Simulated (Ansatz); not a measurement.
Stepwise reaction of `N#[C][GaH2]` with hydrogen fluoride, as a gas-phase model of exchange steps in deposition or etching. ΔE in kJ/mol; ΔG adds harmonic PBE0-D4 terms to CCSD(T)/CBS, at 1 bar.

Gas-phase electronic energies from Ansatz, PBE0-D4/def2-TZVP geometries. CBS: MP2 limit from def2 TZ/QZ plus the TZ coupled-cluster correction, frozen cores. This one scheme is used for every species. DFT in def2-TZVPP. B3LYP here is the variant with VWN-RPA as its local correlation; programs differ in this. For Ga outer-core shells are correlated without core-valence functions, which leaves a few kJ/mol of doubt a bond. Scalar relativity is left out up to krypton.

```json
{"step": "2", "reaction": "`N#[C][GaH][F]` + H–F → `N#[C][Ga]([F])[F]` + H₂", "PBE-D4": "-44.9", "B3LYP-D4": "-47.0", "ωB97M-V": "-44.9", "CCSD(T)/CBS": "-42.3", "ΔG(500 K)": "-38.3"}
```

Task: Give the row of step 1, `N#[C][GaH2]` + H–F → `N#[C][GaH][F]` + H₂. (An estimate is asked.)

Result: Ansatz gave: 
```tsv
step	reaction	PBE-D4	B3LYP-D4	ωB97M-V	CCSD(T)/CBS	ΔG(500 K)
1	`N#[C][GaH2]` + H–F → `N#[C][GaH][F]` + H₂	-67.9	-70.4	-67.3	-63.6	-65.5
```

Task: By hand: ΔE of the 2 steps together at CCSD(T)/CBS.

Result: (-63.6) + (-42.3) = -105.9 kJ/mol, or -53.0 kJ/mol a step.

In ΔE each step is higher than the one before. All are downhill at CCSD(T)/CBS. ΔG lies between -65.5 and -38.3 kJ/mol a step. PBE-D4 differs from CCSD(T)/CBS by -4.3 to -2.6 kJ/mol a step. Isolated molecules leave out the surface, adducts and barriers. Largest T1 diagnostic: 0.015.
